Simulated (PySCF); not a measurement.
A structure optimised at PBE-D3(BJ)/def2-TZVPD, used in a PySCF frequency run:

```
Al
H 1 1.5664
H 1 1.5664 2 180.00
```
Charge +1, spin multiplicity 1.

Task: Write its SMILES, formula and point group.

Result: [AlH2+], AlH₂, D∞h

Task: What are its rotational constants (standard atomic weights)?

Result: 102.17 GHz (linear rotor, B only)
